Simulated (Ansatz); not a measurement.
Wavefunction ladder for `O[Si]1([SiH3])C=CO1`

```xyz
12

O     1.469   -1.249   -0.955
Si    0.332   -0.252   -0.339
Si    0.516   -0.347    1.984
C    -1.314   -0.025   -1.115
C    -0.884    1.236   -1.291
O     0.431    1.372   -0.909
H     1.496   -1.351   -1.910
H     0.097   -1.689    2.469
H    -0.380    0.682    2.575
H     1.916   -0.092    2.415
H    -2.300   -0.424   -1.284
H    -1.380    2.139   -1.640
```

Total charge 0; spin multiplicity 1. Geometry: relaxed with PBE0-D4/def2-TZVP. It is one conformer, not always the lowest. Frozen core, restricted reference, the Gaussian-basis code of Ansatz. CBS rows extrapolate triple and quadruple zeta; past MP2 they add the triple-zeta difference.

```json
{"basis": "def2-TZVPP", "HF (Eh)": "?", "MP2 corr.": "?", "CCSD corr.": "?", "(T)": "-0.04574", "CCSD(T) total": "?"}
{"basis": "def2-QZVPP", "HF (Eh)": "-807.01098", "MP2 corr.": "-1.10056", "CCSD corr.": "–", "(T)": "–", "CCSD(T) total": "–"}
{"basis": "CBS(def2)", "HF (Eh)": "-807.01493", "MP2 corr.": "?", "CCSD corr.": "-1.19793", "(T)": "as TZ", "CCSD(T) total": "?"}
```

**Question.** Fill in the withheld values. (Estimate.)

**Answer.** Computed: def2-TZVPP HF (Eh): -806.98228; def2-TZVPP MP2 corr.: -1.02351; def2-TZVPP CCSD corr.: -1.06381; def2-TZVPP CCSD(T) total: -808.09183; CBS(def2) MP2 corr.: -1.15764; CBS(def2) CCSD(T) total: -808.25860.
